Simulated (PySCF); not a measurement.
# Excitation energy of Cl⁺ by level of theory

Cl⁺ [Ne] 3s2 3p4 (3P) → Cl⁺ [Ne] 3s2 3p3 3d1 (5D), as a difference of total energies. Computed with PySCF 2.14 in dyall-av3z, with no relativity, point nucleus. Correlated levels: valence: [Ne] frozen; virtual orbitals above 40 to 60 times the deepest correlated orbital energy dropped. The calculations carry no spin-orbit coupling.

| method | excitation energy (eV) |
| --- | --- |
| UHF | 13.540 |
| MP2 (valence) | 14.135 |
| SCS-MP2 (valence) | 14.317 |
| CCSD (valence) | 14.226 |
| CCSD(T) (valence) | 14.254 |

Errors of the correlated levels include the incompleteness of this basis and the frozen core.

The promoted electron is Rydberg-like, and one or two diffuse shells describe it only roughly, which tends to raise the upper state.

Problem. Which method comes closest to the reference value, and which is furthest?

Solution. The reference is 13.633 eV (measured; NIST levels, between the centres of gravity of the two terms). Closest: UHF (error -0.093 eV); furthest: SCS-MP2 (valence) (error 0.684 eV).
